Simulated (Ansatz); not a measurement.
The first iterations of a band of GeH4O3 + H2S (11 atoms, charge 0, multiplicity 1).

The calculation used Ansatz 0.2.0, RKS PBE-D4/def2-SVP.

```
movable images  : 5
climbing image  : yes
spring          : 5.0 eV/Å²
optimiser       : quadratic models (default)
start path      : through a guess of the saddle point
force threshold : 0.05 eV/Å
iteration limit : 60
end points      : relaxed
```

First end point:

```xyz
11
Properties=species:S:1:pos:R:3
Ge -0.169 -0.132 0.074
O -0.309 -0.290 1.862
H -1.112 0.161 2.186
O 1.591 -0.212 -0.259
H 1.789 -1.041 -0.737
H -0.832 1.117 -0.528
O -0.923 -1.580 -0.670
H -0.906 -2.319 -0.032
S 1.711 2.516 1.633
H 2.308 1.614 0.801
H 1.190 1.490 2.366
```

Last end point:

```xyz
11
Properties=species:S:1:pos:R:3
Ge 0.158 0.493 -0.426
O 0.022 -0.889 2.353
H 0.000 0.059 2.605
O 1.713 -0.304 0.107
H 1.958 -1.029 -0.500
H 0.150 0.776 -1.946
O -1.221 -0.559 -0.064
H -1.062 -0.841 0.883
S 0.206 2.304 0.910
H 1.568 2.239 0.961
H 0.847 -0.925 1.812
```

| iteration | highest image above the first end (eV) | largest band force component (eV/Å) |
| --- | --- | --- |
| 1 | 6.522 | 35.771 |
| 2 | 1.722 | 3.948 |
| 3 | 1.434 | 1.808 |
| 4 | 1.085 | 2.206 |
| 5 | 0.767 | 1.654 |
| 6 | 0.620 | 0.839 |
| 7 | 0.696 | 0.516 |
| 8 | 0.781 | 0.425 |
| 9 | 0.761 | 0.390 |

Question: Does the band converge within its limit, and where does its top end?

Answer: It converged. It ended after 28 iterations with the highest image 0.616 eV above the first end. The profile has 2 maxima (images 2, 5) with wells between them (image 4): this band takes more than one step, which may be the mechanism or a detour left from its start path. A vibrational analysis at the climbing image gives one clearly imaginary mode, 637i cm⁻¹: a first-order saddle point. The orbitals stay closed-shell, which can raise the energy where a bond breaks towards radicals; this wasn't checked here.

Time of the run: 2.5 min on 4 threads of Arm Neoverse V2, with other jobs on the host, peak memory 0.2 GiB.
